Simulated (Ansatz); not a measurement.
A nudged elastic band was laid between two geometries of CH9BOSi2 (14 atoms, charge 0, multiplicity 1).

These are results of RHF/6-31G in Ansatz 0.2.0, not measurements.

```json
{
  "movable images": "7",
  "climbing image": "yes",
  "spring": "5.0 eV/Å²",
  "optimiser": "quadratic models (default)",
  "start path": "IDPP",
  "force threshold": "0.05 eV/Å",
  "iteration limit": "39",
  "end points": "relaxed"
}
```

First end point:

```xyz
14
Properties=species:S:1:pos:R:3
O -1.269 0.072 1.641
B -0.475 -0.415 0.626
Si 1.050 -1.640 1.265
C -0.733 -0.017 -0.872
Si 0.142 1.642 -1.352
H -2.015 0.638 1.479
H 1.846 -1.004 2.361
H 1.998 -1.990 0.156
H 0.492 -2.927 1.794
H -0.361 -0.773 -1.556
H -1.795 0.118 -1.080
H 1.596 1.592 -1.020
H -0.475 2.777 -0.599
H -0.014 1.897 -2.813
```

Last end point:

```xyz
14
Properties=species:S:1:pos:R:3
O -0.481 -0.072 2.008
B -0.246 -0.465 0.708
Si 1.157 -1.958 0.516
C -0.995 0.216 -0.495
Si -0.126 1.844 -1.076
H -1.119 0.596 2.232
H 2.383 -1.675 1.324
H 1.581 -2.154 -0.909
H 0.586 -3.260 0.991
H -1.042 -0.439 -1.360
H -2.019 0.485 -0.234
H -0.235 2.886 -0.009
H -0.779 2.359 -2.313
H 1.321 1.608 -1.354
```

Problem. What changes between the two ends?

Solution. No bond is made or broken. The dihedral B2–C4–Si5–H14 goes from 174 to 53°.

Problem. Give the energies along the band, and the barrier.

Solution. The run converged. The highest image is number 4 of 0 to 8, 0.045 eV above the ends, which have the same energy within 2 meV. A vibrational analysis at the climbing image gives one clearly imaginary mode, 100i cm⁻¹: a first-order saddle point. Limits of this set-up: no polarisation functions.

| image | path coordinate (Å) | energy (eV) | dihedral B2–C4–Si5–H14 (°) |
| --- | --- | --- | --- |
| 0 | 0.00 | 0.000 | 174 |
| 1 | 0.59 | 0.006 | 160 |
| 2 | 1.19 | 0.024 | 144 |
| 3 | 1.78 | 0.040 | 128 |
| 4 | 2.37 | 0.045 | 113 |
| 5 | 3.01 | 0.038 | 97 |
| 6 | 3.65 | 0.020 | 81 |
| 7 | 4.28 | 0.005 | 66 |
| 8 | 4.92 | 0.000 | 53 |

Problem. What is the geometry of the highest image?

Solution. 
```xyz
14
Properties=species:S:1:pos:R:3
O -0.745 -0.097 1.991
B -0.347 -0.445 0.718
Si 1.154 -1.852 0.669
C -1.001 0.211 -0.551
Si 0.002 1.753 -1.175
H -1.448 0.521 2.154
H 2.288 -1.486 1.574
H 1.714 -2.038 -0.710
H 0.625 -3.181 1.114
H -1.042 -0.486 -1.381
H -2.019 0.546 -0.357
H 1.086 2.118 -0.212
H -0.908 2.930 -1.307
H 0.628 1.475 -2.499
```

Problem. What are the harmonic wavenumbers there?

Solution. 100i, 42, 51, 134, 214, 329, 388, 519, 596, 615, 634, 660, 682, 787, 891, 937, 992, 996, 1005, 1014, 1018, 1022, 1108, 1226, 1262, 1380, 1599, 2224, 2235, 2247, 2257, 2262, 2272, 3184, 3250, 4033 cm⁻¹.

The run took 4 min on 1 thread of Intel(R) Xeon(R) Platinum 8488C (Sapphire Rapids) (shared host), peak memory 0.17 GiB.
